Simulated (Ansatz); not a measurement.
`OC(F)[SiH2]Br`, relaxed with RKS PBE-D4/def2-SVP in the Gaussian-basis code of Ansatz from a rough embedded geometry. The force threshold is 0.03 eV/Å; the program also tests the step.

The species carries charge 0 and has multiplicity 1.

Start:

```xyz
9

O    -0.077    0.868   -1.514
C     0.515    0.228   -0.440
F     1.265    1.195    0.130
Si   -0.468   -0.573    0.837
Br   -1.675   -2.283    0.052
H     0.337    1.740   -1.613
H     1.215   -0.513   -0.897
H     0.355   -1.107    1.947
H    -1.465    0.444    1.498
```

```
        step  energy (eV)  largest force (eV/Å)  largest move (Å)
           1  -83754.1768                 3.638             0.000
           2  -83754.5933                 1.282             0.081
           3  -83754.6859                 0.300             0.074
           4  -83754.7654                 0.297             0.186
           5  -83754.7977                 0.402             0.104
6 (rejected)  -83754.6368                 2.857             0.190
           7  -83754.8231                 0.222             0.095
           8  -83754.8322                 0.602             0.096
           9  -83754.8393                 0.160             0.027
          10  -83754.8415                 0.029             0.036
```

End:

```xyz
9

O    -0.243    0.995   -1.295
C     0.570    0.327   -0.406
F     1.346    1.229    0.364
Si   -0.514   -0.575    0.899
Br   -1.728   -2.186   -0.078
H     0.309    1.338   -2.026
H     1.306   -0.347   -0.911
H     0.386   -1.205    1.918
H    -1.432    0.424    1.534
```

It took 12 s on 4 threads of an Arm Neoverse V2 on a shared host, with 0.19 GiB of host memory at the peak.
